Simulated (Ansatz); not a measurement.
C3H4O, SMILES `C[C]C=O` (singlet; the order of the spin states depends on the level; C–C–C–O torsion 80°) (charge 0, multiplicity 1). This singlet lies 0.18 eV above the relaxed triplet at the level B3LYP/cc-pVTZ // B3LYP-D3(BJ)/def2-TZVP (Ansatz, a quantum-chemistry and plane-wave program); other levels give the other order.

These are frozen-core fic-MRCISD+Q@CASSCF(2e,2o)/cc-pVTZ // B3LYP-D3(BJ)/def2-TZVP (Ansatz) values and carry that method's errors.

Ansatz 0.2 input:
```yaml
crystal:
  periodic: [false, false, false]
  atoms:
    - { symbol: C, position_ang: [-1.09824, -0.050798, -0.118987] }
    - { symbol: C, position_ang: [0.215387, -0.663065, -0.050696] }
    - { symbol: C, position_ang: [1.416766, -0.010815, -0.303039] }
    - { symbol: O, position_ang: [1.767264, 0.642839, 0.69196] }
    - { symbol: H, position_ang: [-1.841654, -0.507556, 0.534229] }
    - { symbol: H, position_ang: [-1.09683, 1.041352, -0.030155] }
    - { symbol: H, position_ang: [-1.409138, -0.285209, -1.155609] }
    - { symbol: H, position_ang: [2.046446, -0.166749, -1.193645] }
basis:
  gaussian: { orbitals: cc-pVTZ }
correlation:
  method: fic_mrcisd_q
  active_space: { window: { electrons: 2, orbitals: 2 } }
```

Output:

```
Functional definition: HF
1013 factors; integrals over basis functions are off by at most 9.7e-4 eV
mean field evaluation 1: about -5185.9840 eV, gradient 3.9e1 eV
mean field evaluation 2: about -5185.9865 eV, gradient 3.9e1 eV
mean field evaluation 4: about -5189.6543 eV, gradient 5.6e0 eV
mean field evaluation 8: about -5189.8287 eV, gradient 4.2e-1 eV
mean field -5189.83231641 eV, -190.7228198335 hartree, gradient 1.5e-6 eV, S^2 0.000000; 0 other end points of the search recorded, 0 dependent functions left out; unrestricted orbitals would lower it
reference -5189.83231641 eV, -190.7228198335 hartree; 15, 15 occupied and 161, 161 virtual orbitals, 1013 factors
state -5190.60711560 eV, -190.7512931786 hartree
contracted CI cycle   1: correlation 0.00000000 eV, 0.0000000000 hartree, residual 4.81e1 eV
contracted CI cycle   2: correlation -15.88813770 eV, -0.5838782910 hartree, residual 7.41e0 eV
contracted CI cycle   3: correlation -16.34730462 eV, -0.6007523642 hartree, residual 1.58e0 eV
contracted CI cycle   4: correlation -16.37042653 eV, -0.6016020786 hartree, residual 4.13e-1 eV
contracted CI cycle   5: correlation -16.37269828 eV, -0.6016855640 hartree, residual 1.56e-1 eV
contracted CI cycle   6: correlation -16.37299394 eV, -0.6016964294 hartree, residual 6.11e-2 eV
contracted CI cycle   7: correlation -16.37303799 eV, -0.6016980482 hartree, residual 2.17e-2 eV
contracted CI cycle   8: correlation -16.37304281 eV, -0.6016982253 hartree, residual 6.94e-3 eV
contracted CI cycle   9: correlation -16.37304336 eV, -0.6016982453 hartree, residual 2.76e-3 eV
contracted CI cycle  10: correlation -16.37304344 eV, -0.6016982485 hartree, residual 1.08e-3 eV
state -5190.60711560 eV, -190.7512931786 hartree; corrected -5209.55003156 eV, -191.4474324998 hartree
state -5190.26722849 eV, -190.7388025576 hartree
contracted CI cycle   1: correlation 0.00000000 eV, 0.0000000000 hartree, residual 4.86e1 eV
contracted CI cycle   2: correlation -16.12775848 eV, -0.5926841924 hartree, residual 7.28e0 eV
contracted CI cycle   3: correlation -16.59576489 eV, -0.6098831109 hartree, residual 1.66e0 eV
contracted CI cycle   4: correlation -16.62344992 eV, -0.6109005167 hartree, residual 5.44e-1 eV
contracted CI cycle   5: correlation -16.62731671 eV, -0.6110426186 hartree, residual 2.25e-1 eV
contracted CI cycle   6: correlation -16.62788992 eV, -0.6110636837 hartree, residual 8.31e-2 eV
contracted CI cycle   7: correlation -16.62797912 eV, -0.6110669619 hartree, residual 3.46e-2 eV
contracted CI cycle   8: correlation -16.62799168 eV, -0.6110674235 hartree, residual 1.14e-2 eV
contracted CI cycle   9: correlation -16.62799314 eV, -0.6110674771 hartree, residual 4.03e-3 eV
contracted CI cycle  10: correlation -16.62799332 eV, -0.6110674836 hartree, residual 1.43e-3 eV
contracted CI cycle  11: correlation -16.62799334 eV, -0.6110674844 hartree, residual 4.55e-4 eV
state -5190.26722849 eV, -190.7388025576 hartree; corrected -5209.53793262 eV, -191.4469878720 hartree
state -5190.60711560 eV, -190.7512931786 hartree; corrected -5209.55003156 eV, -191.4474324998 hartree
Total energy: -5209.55003156 eV, -191.4474324998 hartree
```
